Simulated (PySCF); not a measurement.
**Distorted geometries of [La(H2O)2]3+**

[La(H2O)2]3+ (singlet). PySCF 2.14.0, RKS PBE, La def2-SVP with ECP46, O def2-SVP, H def2-SVP; non-relativistic Hamiltonian with scalar-relativistic core potentials where named; density fitting; no spin-orbit coupling. Relaxed geometry:

```xyz
7

La    0.6147    1.0586   -0.0199
O    -0.0442   -0.1387    1.9211
H     0.1537    0.0814    2.8783
H    -0.5865   -0.9761    1.9943
O    -0.1289   -0.1732   -1.9155
H     0.1781   -1.0649   -2.2514
H    -0.7987    0.1031   -2.6069
```

Order these distorted geometries by energy above the relaxed one, lowest first.
A.
```xyz
7

La    0.6175    1.0312   -0.0021
O    -0.0975   -0.1180    1.9066
H     0.1649    0.0283    2.9062
H    -0.5880   -0.9797    1.9940
O    -0.0843   -0.1625   -1.9518
H     0.1085   -1.0584   -2.2840
H    -0.7329    0.1492   -2.5690
```
B.
```xyz
7

La    0.4288    1.1605   -0.1780
O    -0.0525   -0.0432    1.7929
H     0.2393   -0.0817    2.9078
H    -0.5220   -0.9146    1.8805
O    -0.0632   -0.2314   -1.5585
H     0.2315   -0.9668   -2.0492
H    -0.8737   -0.0327   -2.7955
```
C.
```xyz
7

La    0.5137    1.1301   -0.0521
O     0.0180   -0.1022    1.9663
H     0.1010    0.1234    2.8008
H    -0.5125   -1.0237    2.0465
O    -0.1364   -0.2812   -1.8942
H     0.3007   -0.8210   -2.2574
H    -0.8962   -0.1352   -2.6099
```

A (0.15 eV), C (2.36 eV), B (3.35 eV).

Which forces (eV/Å) act in the one that lies 3.35 eV up?


```
La   1.56  4.38  4.70
O    0.98 -0.78  4.08
H   -0.57  0.90 -3.46
H   -0.41 -0.23 -0.64
O   -4.77 -0.42 -6.60
H    1.66 -3.62 -1.18
H    1.55 -0.23  3.11
```
Forces carry noise of the integration grid, about 0.01 to 0.03 eV/Å.

A frequency check found unstable modes (1, the lowest at -47 cm⁻¹), so the relaxed geometry is probably a saddle point.
